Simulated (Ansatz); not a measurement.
Computed with Ansatz on PBE0-D4/def2-TZVP structures; ΔE is electronic, products minus reactants. CBS: MP2 limit from def2 TZ/QZ plus the TZ coupled-cluster correction, frozen cores. Double bonds are as drawn, so ΔE can hold a change between cis and trans. DFT in def2-TZVPP. HSE06 is defined as in plane-wave codes. For Ge outer-core shells are correlated without core-valence functions, which leaves a few kJ/mol of doubt a bond. Scalar relativity is left out up to krypton. Each species was taken in one conformer, which may not be the lowest.

Consider the formal exchange of groups at a Ge–C bond: `[SiH3]/N=[CH]\[GeH3]` + `NCS` → `N[CH2][GeH3]` + `[SiH3]/N=C\S`.

Question: Is it downhill or uphill in electronic energy at CCSD(T)/CBS, and by how much? (An estimate is asked.)

Answer: Ansatz gave: Downhill: ΔE = -9.2 kcal/mol.

Question: What do these levels give: BLYP-D4, r2SCAN-D4, r2SCANh-D4, ωB97X-V, HSE06, CCSD(T)/def2-SVP? (Best estimate.)

Answer: Ansatz gave: BLYP-D4 -10.7, r2SCAN-D4 -11.8, r2SCANh-D4 -11.4, ωB97X-V -9.2, HSE06 -10.8, CCSD(T)/def2-SVP -9.9 kcal/mol.

Largest T1 diagnostic among the species: 0.015.

In def2-TZVPP, CCSD(T) changes the Hartree–Fock value by −1.6 kcal/mol (the triples alone add −0.5 kcal/mol) and MP2 by −3.1 kcal/mol. From PBE to PBE0 (25 % exact exchange), in def2-TZVPP and without D4, ΔE moves by +0.8 kcal/mol. Leaving LDA and LC-ωPBE aside and taking each functional with its dispersion term where it has one, the values, not all of them listed here, spread over 2.6 kcal/mol, from r2SCAN-D4 to ωB97M-V. LDA lies −1.2 kcal/mol from PBE without D4.
